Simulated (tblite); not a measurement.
Species: C5H9F3O.
Numbering: `[CH3:1][CH2:2][C@:3]([CH3:4])([OH:5])[C:6]([F:7])([F:8])[F:9]` (hydrogens: H10, H11, H12 on C1; H13, H14 on C2; H15, H16, H17 on C4; H18 on O5)

Computed with GFN2-xTB (tblite), gas phase: Langevin dynamics at 300 K from the optimised GFN2-xTB geometry, time step 0.5 fs, friction 0.01 fs⁻¹, 2000 steps. The instantaneous temperature is 2·E(kin)/(3Nk) with all 3N coordinates.

```tsv
t (fs)	T (K)	E(pot) above start (eV)	C1–C2 (Å)	C2–C3 (Å)	C3–C4 (Å)	C3–O5 (Å)	C3–C6 (Å)	C1–H10 (Å)	C1–C2–C3–C4 (°)
0	254	0.000	1.524	1.541	1.527	1.405	1.546	1.087	62
50	243	0.268	1.501	1.507	1.513	1.437	1.505	1.092	54
100	204	0.549	1.482	1.499	1.560	1.433	1.556	1.102	36
150	261	0.666	1.563	1.540	1.509	1.395	1.579	1.062	42
200	293	0.720	1.548	1.527	1.602	1.443	1.616	1.048	46
250	303	0.603	1.489	1.539	1.595	1.367	1.509	1.132	56
300	287	0.736	1.585	1.568	1.528	1.427	1.535	1.056	62
350	315	0.597	1.561	1.525	1.537	1.478	1.561	1.139	62
400	308	0.471	1.492	1.542	1.514	1.399	1.608	1.046	74
450	220	0.752	1.609	1.596	1.573	1.351	1.534	1.090	81
500	252	0.788	1.441	1.577	1.543	1.423	1.490	1.092	62
550	291	0.526	1.535	1.514	1.530	1.418	1.543	1.099	80
600	352	0.394	1.546	1.546	1.540	1.431	1.537	1.099	59
650	356	0.442	1.517	1.537	1.562	1.414	1.629	1.057	62
700	283	0.565	1.541	1.504	1.533	1.389	1.572	1.132	65
750	155	0.565	1.498	1.557	1.537	1.421	1.507	1.088	50
800	220	0.375	1.549	1.527	1.521	1.412	1.536	1.092	58
850	293	0.545	1.479	1.553	1.529	1.430	1.587	1.125	72
900	259	0.528	1.506	1.529	1.525	1.449	1.525	1.063	77
950	306	0.590	1.540	1.536	1.551	1.352	1.548	1.131	79
1000	258	0.849	1.528	1.535	1.523	1.483	1.511	1.098	66
```

Problem. From 500 fs on, how do temperature and potential energy compare with equipartition?

Solution. The mean temperature of these 11 frames is 275 K against the target 300 K, and the mean potential energy 0.56 eV against 48 × kT/2 = 0.62 eV for 48 classical harmonic modes. For 18 atoms in a canonical ensemble the temperature itself scatters by T·√(2/(3N)) = 58 K; here its standard deviation is 55 K. The whole run lasts only 10 friction times of 100 fs, so these averages carry a wide statistical error.

Problem. What are the kinetic and total energies of the listed frame with the highest potential energy?

Solution. The one at 1000 fs, 0.849 eV above the start. Its kinetic energy is 3NkT/2 = 0.601 eV at 258 K, so the sum is 1.45 eV; over the listed frames the sum runs from 0.59 to 1.45 eV, since the thermostat adds and removes energy.

Problem. How much do the listed bonds fluctuate from 500 fs on?

Solution. 
| bond | at the start (Å) | mean (Å) | standard deviation (Å) |
| --- | --- | --- | --- |
| C1–C2 | 1.524 | 1.516 | 0.032 |
| C2–C3 | 1.541 | 1.538 | 0.019 |
| C3–C4 | 1.527 | 1.536 | 0.012 |
| C3–O5 | 1.405 | 1.420 | 0.031 |
| C3–C6 | 1.546 | 1.544 | 0.038 |
| C1–H10 | 1.087 | 1.098 | 0.023 |

The motion is classical and holds no zero-point motion.

What follows is the cost of the whole dynamics run. Hardware: Arm Neoverse V1, one thread, shared host. Cost: 13 s, 0.18 GiB resident at most.
